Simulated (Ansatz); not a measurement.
Geometry optimisation, Ansatz 0.2.0, RKS PBE0/def2-SVP.

input.yaml

```yaml
crystal:
  periodic: [false, false, false]
  atoms:
    - { symbol: O, position_ang: [-1.12677, -0.94839, -0.51153] }
    - { symbol: Se, position_ang: [0.18355, -1.43521, 0.65143] }
    - { symbol: Sb, position_ang: [1.5572, 0.70322, 0.38754] }
    - { symbol: H, position_ang: [-1.91658, -0.73896, -0.00511] }
    - { symbol: H, position_ang: [1.12498, 0.76656, -1.24649] }
    - { symbol: H, position_ang: [0.17763, 1.65279, 0.72417] }
basis:
  gaussian: { orbitals: def2-SVP }
hamiltonian:
  xc: pbe0
relax:
  f_tol: 0.015
  max_steps: 40
output:
  orbitals: {}
```

Command:

```bash
$ ansatz run input.yaml --threads 1 --pin off --max-ram 2048MiB --backend cpu --events-out ev --progress --plain --runs-dir out
```

Where does it end, and by what steps?

The forces met the threshold. After 8 steps the energy has fallen by 0.068 eV; O1 moved furthest, 0.22 Å.

| step | energy less start (eV) | largest force component (eV/Å) | accepted |
| --- | --- | --- | --- |
| 0 | 0.0000 | 0.374 | yes |
| 1 | -0.0180 | 1.161 | yes |
| 2 | -0.0641 | 0.120 | yes |
| 3 | -0.0640 | 0.097 | no |
| 4 | -0.0672 | 0.074 | yes |
| 5 | -0.0677 | 0.024 | yes |
| 6 | -0.0680 | 0.028 | yes |
| 7 | -0.0681 | 0.020 | yes |
| 8 | -0.0682 | 0.008 | yes |

```xyz
6
Properties=species:S:1:pos:R:3
O -1.249 -1.126 -0.497
Se 0.169 -1.474 0.583
Sb 1.524 0.713 0.409
H -1.908 -0.696 0.063
H 1.287 0.853 -1.283
H 0.177 1.731 0.725
```

The run took 58 s on 1 CPU thread of a shared host.
